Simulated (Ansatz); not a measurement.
Atomisation energy: 6 cases among silicon compounds with O, N or halogens, in kcal/mol. Structures are relaxed separately at B3LYP-D3(BJ)/def2-TZVP in Ansatz (a program for electronic structure), one conformer each, not searched for the lowest. Valence correlation only, unless marked. UHF or UKS for open shells. No spin-orbit coupling. Non-relativistic. Atomisation energies are electronic, to ground-state atoms; the column to compare with has the core term from cc-pwCVTZ added, other frozen-core levels have none. The column to compare with is coupled cluster with Ansatz, a level with limits of its own, on species with small T1 and stable references: CCSD(T)/CBS(cc-pV(T+d)Z,cc-pV(Q+d)Z). CBS(X,Y): correlation extrapolated as X^-3; Hartree-Fock from the larger set.

The cases are all of a share (6 cases) of this class's members that had been run, up to Cl and in the lowest spin state found, with this coupled-cluster level, T1 under 0.025 (0.045 for open shells), stable and nearly pure references and no caution of the program. Left out: atoms, ions and triplets as subjects, saddle points, species that the lists mark as multireference, runs with a caution of the program, species with a measured enthalpy of formation or without the core term.

```tsv
species (SMILES)	coupled cluster
O[Si](O)(O[SiH3])O[SiH3]	1379.2
C[Si](C)(C)N	1438.5
C[Si](C)(C)CO	1638.8
C[SiH2]O[SiH](Cl)Cl	1048.4
[SiH3]OC1=CCC1 [cyclobuten-1-yloxysilane]	1341.0
C=C[Si](O)(O)O [ethenyl(trihydroxy)silane]	1211.6
```

Task: How does PBE/def2-TZVPD (Ansatz) fare on this set: sign, size and spread of its differences?

Result: PBE lies above in 4 of 6 cases and within 1 kcal/mol in 1; its mean signed difference is -3.28, the median 1.80, the mean absolute difference 11.78, and the range -29.7 to 17.5 kcal/mol.
```csv
species (SMILES),difference of PBE/def2-TZVPD (Ansatz)
O[Si](O)(O[SiH3])O[SiH3],-29.7
C[Si](C)(C)N,0.7
C[Si](C)(C)CO,4.4
C[SiH2]O[SiH](Cl)Cl,-15.5
[SiH3]OC1=CCC1 [cyclobuten-1-yloxysilane],17.5
C=C[Si](O)(O)O [ethenyl(trihydroxy)silane],2.9
```
